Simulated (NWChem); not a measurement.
All runs are NWChem calculations. System: HGe, charge 1, spin multiplicity 1, at the geometry of a parent with another charge or spin, in a state set for the comparison that need not be this species' ground state. Level: M06-2X/def2-TZVP.

Job file:

```
start mol
memory heap 200 mb stack 900 mb global 1100 mb
charge 1
geometry units angstroms nocenter noautoz
  Ge     0.000000     0.000000     0.048614
  H      0.000000     0.000000    -1.555645
  symmetry group C2v
end
basis spherical
  * library def2-tzvp
end
dft
  xc m06-2x
  semidirect memsize 60000000 filesize 0
  iterations 100
  grid fine
end
task dft energy
```

Part of the output:

```
             Northwest Computational Chemistry Package (NWChem) 7.3.0
             --------------------------------------------------------

                                NWChem Input Module
                                -------------------

 Scaling coordinates for geometry "geometry" by  1.889725989
 (inverse scale =  0.529177249)

 Turning off AUTOSYM since
 SYMMETRY directive was detected!

                             Geometry "geometry" -> ""
                             -------------------------

 Output coordinates in angstroms (scale by  1.889725989 to convert to a.u.)

  No.       Tag          Charge          X              Y              Z
 ---- ---------------- ---------- -------------- -------------- --------------
    1 Ge                  32.0000     0.00000000     0.00000000     0.04861400
    2 H                    1.0000     0.00000000     0.00000000    -1.55564500

 Effective nuclear repulsion energy (a.u.)      10.5554476977

            Nuclear Dipole moment (a.u.)
            ----------------------------
        X                 Y               Z
 ---------------- ---------------- ----------------
     0.0000000000     0.0000000000     0.0000056692

      Symmetry information
      --------------------

 Group name             C2v
 Group number             16
 Group order               4
 No. of unique centers     2

      Symmetry unique atoms

     1    2


 Summary of "ao basis" -> "" (spherical)
 ------------------------------------------------------------------------------
       Tag                 Description            Shells   Functions and Types
 ---------------- ------------------------------  ------  ---------------------
 *                         def2-tzvp                  on all atoms

                                 NWChem DFT Module
                                 -----------------

 Summary of "ao basis" -> "ao basis" (spherical)
 ------------------------------------------------------------------------------
       Tag                 Description            Shells   Functions and Types
 ---------------- ------------------------------  ------  ---------------------
 Ge                        def2-tzvp                16       48   6s5p4d1f
 H                         def2-tzvp                 4        6   3s1p

 Summary of "ao basis" -> "ao basis" (spherical)
 ------------------------------------------------------------------------------
       Tag                 Description            Shells   Functions and Types
 ---------------- ------------------------------  ------  ---------------------
 Ge                        def2-tzvp                16       48   6s5p4d1f
 H                         def2-tzvp                 4        6   3s1p

      Symmetry analysis of basis
      --------------------------

        a1         25
        a2          5
        b1         12
        b2         12

            General Information
            -------------------
          SCF calculation type: DFT
          Wavefunction type:  closed shell.
          No. of atoms     :     2
          No. of electrons :    32
           Alpha electrons :    16
            Beta electrons :    16
          Charge           :     1
          Spin multiplicity:     1
          Use of symmetry is: on ; symmetry adaption is: on
          Maximum number of iterations: 100
          AO basis - number of functions:    54
                     number of shells:    20
          Convergence on energy requested:  1.00D-06
          Convergence on density requested:  1.00D-05
[...]
  Symmetry fudging

 !! scf_movecs_sym_adapt:   24 vectors were symmetry contaminated

 d= 0,ls=0.0,diis     5  -2077.2466373160  4.10D-04  7.99D-05  1.84D-05     0.9

 !! scf_movecs_sym_adapt:   24 vectors were symmetry contaminated

  Symmetry fudging

 !! scf_movecs_sym_adapt:   24 vectors were symmetry contaminated

  Resetting Diis
 d= 0,ls=0.0,diis     6  -2077.2466405015 -3.19D-06  1.37D-04  8.18D-06     0.9

 !! scf_movecs_sym_adapt:   24 vectors were symmetry contaminated

  Symmetry fudging

 !! scf_movecs_sym_adapt:   24 vectors were symmetry contaminated

 d= 0,ls=0.0,diis     7  -2077.2466427908 -2.29D-06  1.84D-05  1.38D-07     0.9

 !! scf_movecs_sym_adapt:   24 vectors were symmetry contaminated

  Symmetry fudging

 !! scf_movecs_sym_adapt:   24 vectors were symmetry contaminated

 d= 0,ls=0.0,diis     8  -2077.2466428338 -4.30D-08  2.72D-06  9.22D-09     1.0

         Total DFT energy =    -2077.246642833770
      One electron energy =    -2905.628525449439
           Coulomb energy =      896.989350718177
    Exchange-Corr. energy =      -79.162915800161
 Nuclear repulsion energy =       10.555447697654

 Numeric. integr. density =       31.999998963540

     Total iterative time =      0.6s

                  Occupations of the irreducible representations
                  ----------------------------------------------

                     irrep           alpha         beta
                     --------     --------     --------
                     a1                9.0          9.0
                     a2                1.0          1.0
                     b1                3.0          3.0
                     b2                3.0          3.0

                       DFT Final Molecular Orbital Analysis
                       ------------------------------------

 Vector   14  Occ=2.000000D+00  E=-1.724095D+00  Symmetry=a1
              MO Center= -4.6D-17, -4.6D-17,  4.7D-02, r^2= 1.9D-01
   Bfn.  Coefficient  Atom+Function         Bfn.  Coefficient  Atom+Function
  ----- ------------  ---------------      ----- ------------  ---------------
    24      0.906231  1 Ge d  0              29      0.190469  1 Ge d  0

 Vector   15  Occ=2.000000D+00  E=-8.283626D-01  Symmetry=a1
              MO Center= -5.9D-16, -6.2D-16, -4.2D-01, r^2= 1.5D+00
   Bfn.  Coefficient  Atom+Function         Bfn.  Coefficient  Atom+Function
  ----- ------------  ---------------      ----- ------------  ---------------
     5      0.671727  1 Ge s                  6      0.377349  1 Ge s
     4     -0.327290  1 Ge s                  3     -0.217370  1 Ge s
    50      0.163429  2 H  s                  2      0.107956  1 Ge s
    49      0.105512  2 H  s                 18     -0.100502  1 Ge pz
    21     -0.056360  1 Ge pz                12      0.045686  1 Ge pz

 Vector   16  Occ=2.000000D+00  E=-5.897971D-01  Symmetry=a1
              MO Center= -2.1D-15,  1.0D-16, -2.1D-01, r^2= 2.3D+00
   Bfn.  Coefficient  Atom+Function         Bfn.  Coefficient  Atom+Function
  ----- ------------  ---------------      ----- ------------  ---------------
    18      0.428997  1 Ge pz                 5      0.345303  1 Ge s
    21      0.269166  1 Ge pz                50     -0.269724  2 H  s
     6      0.249446  1 Ge s                 12     -0.169282  1 Ge pz
     4     -0.158400  1 Ge s                 49     -0.147406  2 H  s
     3     -0.102898  1 Ge s                 51     -0.100163  2 H  s

 Vector   17  Occ=0.000000D+00  E=-3.379968D-01  Symmetry=b1
              MO Center=  1.8D-15,  1.4D-16,  2.1D-03, r^2= 2.5D+00
   Bfn.  Coefficient  Atom+Function         Bfn.  Coefficient  Atom+Function
  ----- ------------  ---------------      ----- ------------  ---------------
    19      0.583280  1 Ge px                16      0.544037  1 Ge px
    10     -0.213908  1 Ge px                 7      0.083413  1 Ge px
    13     -0.069137  1 Ge px                40      0.026663  1 Ge d  1

 Vector   18  Occ=0.000000D+00  E=-3.379968D-01  Symmetry=b2
              MO Center=  5.8D-17, -3.0D-16,  2.1D-03, r^2= 2.5D+00
   Bfn.  Coefficient  Atom+Function         Bfn.  Coefficient  Atom+Function
  ----- ------------  ---------------      ----- ------------  ---------------
    20      0.583280  1 Ge py                17      0.544037  1 Ge py
    11     -0.213908  1 Ge py                 8      0.083413  1 Ge py
    14     -0.069137  1 Ge py                38     -0.026663  1 Ge d -1

 Vector   19  Occ=0.000000D+00  E=-1.515938D-01  Symmetry=a1
              MO Center= -3.2D-16, -3.2D-16, -3.1D-01, r^2= 4.0D+00
   Bfn.  Coefficient  Atom+Function         Bfn.  Coefficient  Atom+Function
  ----- ------------  ---------------      ----- ------------  ---------------
    51      1.267105  2 H  s                 21      1.050854  1 Ge pz
     6     -0.724657  1 Ge s                 18      0.332653  1 Ge pz
     5     -0.235454  1 Ge s                 50      0.228898  2 H  s
    12     -0.130752  1 Ge pz                49      0.123386  2 H  s
     4      0.111434  1 Ge s                 39      0.106197  1 Ge d  0

 center of mass
 --------------
 x =   0.00000000 y =   0.00000000 z =   0.05109117

 moments of inertia (a.u.)
 ------------------
           9.137991500960           0.000000000000           0.000000000000
           0.000000000000           9.137991500960           0.000000000000
           0.000000000000           0.000000000000           0.000000000000

     Multipole analysis of the density
     ---------------------------------

     L   x y z        total         alpha         beta         nuclear
     -   - - -        -----         -----         ----         -------
     0   0 0 0      1.000000    -16.000000    -16.000000     33.000000

     1   1 0 0     -0.000000     -0.000000     -0.000000      0.000000
     1   0 1 0     -0.000000     -0.000000     -0.000000      0.000000
     1   0 0 1     -0.164918     -0.082462     -0.082462      0.000006

     2   2 0 0     -9.253729     -4.626865     -4.626865      0.000000
     2   1 1 0     -0.000000     -0.000000     -0.000000      0.000000
     2   1 0 1     -0.000000     -0.000000     -0.000000      0.000000
     2   0 2 0     -9.253729     -4.626865     -4.626865      0.000000
     2   0 1 1      0.000000      0.000000      0.000000      0.000000
     2   0 0 2    -11.931719    -10.421937    -10.421937      8.912154

 Task  times  cpu:        1.0s     wall:        1.0s

 Total times  cpu:        1.0s     wall:        1.0s
```
